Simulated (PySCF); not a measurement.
Compound: C5H9NO.
Cartesian coordinates in Å at the PBE0-D3(BJ)/def2-SVP level; atoms count from 1:
```xyz
16
C5H9NO angstrom
C     -2.0961    0.6602    1.7096
C     -1.5338    0.1658    0.6022
C     -2.2864   -0.0704   -0.6703
C     -0.0859   -0.2193    0.5902
O      0.5513    0.4467   -0.4962
C      1.8452    0.1923   -0.6717
N      2.5052   -0.5915    0.0686
H     -1.5113    0.8315    2.6177
H     -3.1616    0.9038    1.7471
H     -2.2556   -1.1371   -0.9504
H     -1.8192    0.4863   -1.4978
H     -3.3374    0.2375   -0.5857
H      0.0354   -1.3092    0.4521
H      0.4196    0.0390    1.5334
H      2.2204    0.7657   -1.5366
H      3.4758   -0.6355   -0.2393
```

Method used: core-valence-separated Tamm–Dancoff BHandHLYP/aug-pcX-1 (pcseg-1 on H) in PySCF, non-relativistic, gas phase, PBE0-D3(BJ)/def2-SVP geometry. BHandHLYP without relativity tends to put these K edges a few eV too low, so spacings mean more than positions.

The lowest roots of each edge with f over 0.003 (five at most, numbered afresh; weaker and dark ones are left out), with transition dipoles (au) in the frame of the coordinates:

```tsv
root	edge	E (eV)	μx	μy	μz
1	C	282.66	0.0164	0.0848	-0.0272
2	C	282.86	-0.0214	-0.0901	0.0282
3	C	284.75	0.0263	0.0817	0.0630
4	C	285.42	-0.0084	-0.0250	-0.0065
5	C	285.57	-0.0185	0.0013	-0.0252
6	N	396.80	-0.0186	-0.0565	-0.0435
7	N	399.36	-0.0410	0.0061	0.0093
8	N	401.27	-0.0164	-0.0076	0.0107
9	N	401.95	0.0156	0.0047	-0.0087
10	O	533.23	-0.0096	-0.0298	-0.0231
11	O	534.36	-0.0145	-0.0200	0.0319
12	O	535.45	-0.0099	-0.0087	0.0131
13	O	536.06	-0.0119	0.0112	-0.0051
```

**Question.** What are the oscillator strengths?

**Answer.** f = (2/3) ΔE |μ|², with ΔE in hartree (27.2114 eV):

```csv
root,ΔE (Eh),|μ|² (au),f,core hole on
1,10.3875,0.008206,0.057,C1
2,10.3950,0.009366,0.065,C2
3,10.4642,0.011339,0.079,C6
4,10.4890,0.000740,0.005,C3
5,10.4945,0.000975,0.007,C3
6,14.5820,0.005428,0.053,N7
7,14.6761,0.001802,0.018,N7
8,14.7463,0.000440,0.004,N7
9,14.7715,0.000340,0.003,N7
10,19.5957,0.001518,0.020,O5
11,19.6372,0.001629,0.021,O5
12,19.6774,0.000347,0.005,O5
13,19.6998,0.000293,0.004,O5
```

**Question.** Molecules are fixed in this frame and the field points along x. What effective strengths 3 f cos²θ do the roots have (θ between field and μ)?

**Answer.** root 1 (C1): 0.006, root 2 (C2): 0.010, root 3 (C6): 0.014, root 4 (C3): 0.001, root 5 (C3): 0.007, root 6 (N7): 0.010, root 7 (N7): 0.049, root 8 (N7): 0.008, root 9 (N7): 0.007, root 10 (O5): 0.004, root 11 (O5): 0.008, root 12 (O5): 0.004, root 13 (O5): 0.006. Root 7 is the strongest. Averaged over all orientations cos²θ is 1/3, which gives f back.

One conformer stands for the species.
